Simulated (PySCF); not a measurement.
# Ti+: excitation energy

Ti+ [Ar] 3d2 4s1 (4F) → Ti+ [Ar] 3d3 (4F), as a difference of total energies. Computed with PySCF 2.14 in x2c-TZVPPall with one added diffuse shell each of s, p, d, f type (7s6p5d3f1g, 80 functions), with the spin-free X2C one-electron Hamiltonian (Gaussian nucleus). Correlated levels: valence: [Ar] frozen; valence and next inner shell: [Ne] frozen. The calculations carry no spin-orbit coupling.

```tsv
method	excitation energy (eV)
UHF	0.659
PBE	-0.184
PBE0	-0.107
r2SCAN	-0.156
wB97X	-0.289
TPSS	-0.151
B97-3	-0.104
MN15	-0.457
MP2 (valence)	0.410
MP2 (valence and next inner shell)	0.162
SCS-MP2 (valence and next inner shell)	0.342
```

Question: Estimate what LDA gives.

Answer: -0.219 eV, closest to PBE among the rows shown.

Question: Estimate what SCS-MP2 (valence) gives.

Answer: 0.576 eV, closest to UHF among the rows shown.

Errors of the correlated levels include the incompleteness of this basis and the frozen core.

For comparison: 0.107 eV (measured; NIST levels, between the centres of gravity of the two terms).
